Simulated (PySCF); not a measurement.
**RuO under electron impact: the energy ladder**

PBE0 in PySCF with def2-TZVPPD on every atom (core potentials on Ru), for the lowest determinant that a PBE0 search found; no spin–orbit coupling.

```csv
species,state (unpaired electrons),Re (Å),ωe (cm⁻¹),energy of the minimum from the neutral (eV),De (eV),dissociates to
RuO,"quintet (σ ↑, π ↑↑, δ ↑)",1.688,933,0.00,4.79,Ru (4d7 5s1) + O
RuO⁺,"quartet (π ↑↑, δ ↑)",1.652,1031,8.71,3.58,Ru⁺ (4d7) + O
RuO⁻,"quartet (π ↑↑, δ ↑)",1.705,902,-1.12,4.52,Ru (4d7 5s1) + O⁻
```

Work out the lowest energy to break RuO into atoms, from its vibrational ground state.

D0 = De − ωe/2 = 4.79 − 0.06 = 4.73 eV (PBE0/def2-TZVPPD).

Work out the ionisation energy of the Ru atom at this level and the threshold of dissociative ionisation.

IE(Ru) = 8.71 + 3.58 − 4.79 = 7.50 eV, so Ru⁺ (4d7) + O + e⁻ appears at D0 + IE(Ru) = 12.23 eV (PBE0/def2-TZVPPD). The measured IE(Ru) is 7.361 eV (NIST ASD).

Work out the electron affinity of the O atom and the threshold of dissociative attachment.

EA(O) = 4.79 − 4.52 − (-1.12) = 1.39 eV, so Ru (4d7 5s1) + O⁻ needs D0 − EA(O) = 3.34 eV (PBE0/def2-TZVPPD). The measured EA(O) is 1.461 eV.

At which energy does ion-pair formation open?

Ru⁺ + O⁻ lies at D0 + IE(Ru) − EA(O) = 10.84 eV (PBE0/def2-TZVPPD).

These are thermodynamic thresholds; the onsets seen under electron impact lie higher where the geometry changes, and cross-sections peak well above them.

The metal atom is held in its measured ground configuration; semilocal functionals can put another filling of s and d lower by some tenths of an eV, and De to that atom would be smaller. Spin–orbit coupling is left out, which matters for elements this heavy, above all for dissociation energies. For an ion De counts to the pair picked by the measured ionisation energies or electron affinities, which need not be the lowest pair at this level. The highest Kohn–Sham level is positive in this anion. Much of that is self-interaction error, but it also means that the finite basis helps to hold the extra electron. The state is the lowest single determinant that the PBE0 search found; with open d or f shells the true ground state can be another one.
